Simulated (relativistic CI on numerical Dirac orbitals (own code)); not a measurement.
Sensitivity of the levels of Tl²⁴⁺ to α and to the nuclear radius

Calculated at this level of theory: Dirac-Coulomb-Breit CI, orbitals from a KLI potential per configuration, derivatives by finite differences, unscaled Slater integrals, QED left out (own radial code, finite nucleus).

Configurations in the expansion (outside the closed core [Ar] 3d10): 4s2.4p6.4d10.4f11, 4s2.4p6.4d10.4f10.5s, 4s2.4p6.4d10.4f9.5s2, 4s2.4p6.4d9.4f12, 4s2.4p6.4d8.4f13, 4s2.4p5.4d10.4f12, 4s.4p6.4d10.4f12, 4s2.4p4.4d10.4f13. Levels of other configurations are missing.

With x = (α/α₀)² − 1 an excitation energy changes as ω = ω₀ + qx; K = 2q/ω₀ is the relative enhancement. Terms are leading LS components, so labels can repeat. The field-shift factor is F = δν/δ⟨r²⟩ for the transition from the lowest level.

Lowest level 4s2.4p6.4d10.4f11 4I°_15/2.

```tsv
Level	ω₀ (cm⁻¹)	q (cm⁻¹)	K	F (GHz/fm²)
4s2.4p6.4d10.4f11 2G°_9/2	28317.0	-2852	-0.201	0.244
4s2.4p6.4d10.4f11 2H°_11/2	32740.6	6650	0.406	0.802
4s2.4p6.4d10.4f11 4I°_13/2	33707.3	33920	2.01	2.24
4s2.4p6.4d10.4f11 2P°_3/2	42788.5	-1190	-0.0556	0.549
4s2.4p6.4d10.4f11 4I°_9/2	56186.6	36810	1.31	2.71
4s2.4p6.4d10.4f11 4I°_11/2	63373.5	37490	1.18	2.86
4s2.4p6.4d10.4f11 4F°_5/2	64734.4	14250	0.44	1.65
4s2.4p6.4d10.4f11 4F°_7/2	66556.9	32400	0.974	2.64
4s2.4p6.4d10.4f11 4S°_3/2	70345.9	33590	0.955	2.74
4s2.4p6.4d10.4f11 2K°_15/2	78260.8	28490	0.728	2.6
4s2.4p6.4d10.4f11 2G°_7/2	78987.6	17780	0.45	2.11
4s2.4p6.4d10.4f11 4G°_9/2	80792.0	38120	0.944	3.13
4s2.4p6.4d10.4f11 2H°_11/2	87286.2	55110	1.26	4.12
```

At this charge energies of transitions that change n are usually good to better than 1 %, and those within a shell (Δn = 0) to a few per cent. Terms inside the open d or f shell come out 10 to 20 % too wide with unscaled integrals.
